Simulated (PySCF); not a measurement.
BF2H3SeSi: core ionisation energies

Compound: BF₂H₃SeSi.
Structure used (PBE0-D3(BJ)/def2-SVP), in Å, numbered top down from 1:
```xyz
8
BF2H3SeSi angstrom
F      0.007   -2.318    0.136
B     -0.432   -1.077    0.125
F     -1.735   -0.911    0.251
Si     0.843    0.494   -0.067
Se    -0.385    2.396   -0.401
H      1.682    0.605    1.166
H      1.771    0.261   -1.214
H     -1.653    1.667   -0.241
```

Method used: delta-SCF UKS SCAN, pcX-2 on the ionised atom, pcseg-1 elsewhere, spin-free X2C in PySCF 2.14.0. These are vertical core ionisation energies against the vacuum level, from separate self-consistent calculations with and without the core hole.

What binding energy does each computed site have?

| atom(s) | environment | level | binding energy (eV) | 2p1/2 (eV) | count |
| --- | --- | --- | --- | --- | --- |
| Si4 | SiH2 silicon | Si 2p3/2 | 107.31 | 107.93 | 1 |
| F1/F3 | boron-bound fluorine | F 1s | 693.84 | – | 2 |
| Si4 | SiH2 silicon | Si 1s | 1847.08 | – | 1 |

What is the longest wavelength that can ionise Si 2p3/2 of Si4 vertically?

λ = hc/E = 12398.42 eV Å / 107.31 eV = 115.538 Å.

One atom of each set of topologically equivalent atoms was ionised and stands for the set; in this conformer not all members are related by symmetry, and their own values weren't computed. Not every level is listed. 2p3/2 and 2p1/2 are the ΔSCF energy of one spin-free 2p hole plus the eigenvalues of a spin–orbit and ligand-field matrix of the shell. 2p1/2 minus 2p3/2 (ligand field included): Si 0.62 eV. No level of boron or selenium is listed. Isolated species at its PBE0-D3(BJ)/def2-SVP geometry (one conformer only).
